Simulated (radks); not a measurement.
The caesium ion Cs+, configuration [Kr] 4d10 5s2 5p5 6p1 (not the ground configuration).

Calculated with a radial shooting solver on a logarithmic mesh with Libxc functionals: Dirac Kohn-Sham, PBE, spin-unpolarised, spherical densities, point nucleus; open shells are shared between the two j in proportion to 2j + 1.

Energy parts (hartree):
total: -7789.5271
kinetic: 8295.7733
electron-nucleus: -18920.2206
Hartree: 3027.2100
exchange-correlation: -192.2898

Orbitals (lengths in bohr, moments of r in powers of bohr):
| orbital | occ. | eigenvalue (hartree) | <r^4> | small-component weight |
|---|---|---|---|---|
| 1s1/2 | 2 | -1315.023 | 2.245e-06 | 4.12e-02 |
| 2s1/2 | 2 | -206.5568 | 0.0003768 | 8.86e-03 |
| 2p1/2 | 2 | -194.3386 | 0.0002392 | 8.90e-03 |
| 2p3/2 | 4 | -181.3926 | 0.0002913 | 8.41e-03 |
| 3s1/2 | 2 | -43.28003 | 0.01584 | 2.66e-03 |
| 3p1/2 | 2 | -38.17843 | 0.01496 | 2.60e-03 |
| 3p3/2 | 4 | -35.69738 | 0.01739 | 2.47e-03 |
| 3d3/2 | 4 | -26.73788 | 0.01380 | 2.35e-03 |
| 3d5/2 | 6 | -26.21119 | 0.01446 | 2.31e-03 |
| 4s1/2 | 2 | -8.50892 | 0.4342 | 7.89e-04 |
| 4p1/2 | 2 | -6.67820 | 0.5266 | 7.25e-04 |
| 4p3/2 | 4 | -6.17192 | 0.6114 | 6.83e-04 |
| 4d3/2 | 4 | -3.19561 | 1.069 | 5.42e-04 |
| 4d5/2 | 6 | -3.11149 | 1.123 | 5.31e-04 |
| 5s1/2 | 2 | -1.36692 | 15.91 | 1.60e-04 |
| 5p1/2 | 1.66667 | -0.90661 | 28.05 | 1.24e-04 |
| 5p3/2 | 3.33333 | -0.84062 | 33.10 | 1.15e-04 |
| 6p1/2 | 0.333333 | -0.20473 | 1545 | 1.74e-05 |
| 6p3/2 | 0.666667 | -0.19723 | 1726 | 1.65e-05 |

The highest occupied level is 6p3/2 at -5.367 eV. The density falls to 0.001 e/bohr^3 at r = 4.65 bohr. Summed over all electrons, <r^2> = 77.94 bohr^2, which gives a Langevin (diamagnetic) susceptibility term of -61.7 x 10^-6 cm^3/mol.
